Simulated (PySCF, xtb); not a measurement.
HfF₄, SMILES [F][Hf]([F])([F])[F], multiplicity 1.

Harmonic wavenumbers (cm⁻¹) from GFN2-xTB (xtb) at its own minimum, in rising order: 120, 120, 120, 131, 131, 481, 532, 532, 532.

Problem. What does PBE-D3(BJ)/def2-SVP in PySCF give at its own minimum? (Estimate from the structure and the level; the computed values follow.)

Solution. 152, 152, 152, 161, 161, 659, 659, 659, 665. Paired by order, the mean absolute difference is 80 cm⁻¹ and the zero-point energies are 3.9 and 4.9 kcal/mol.
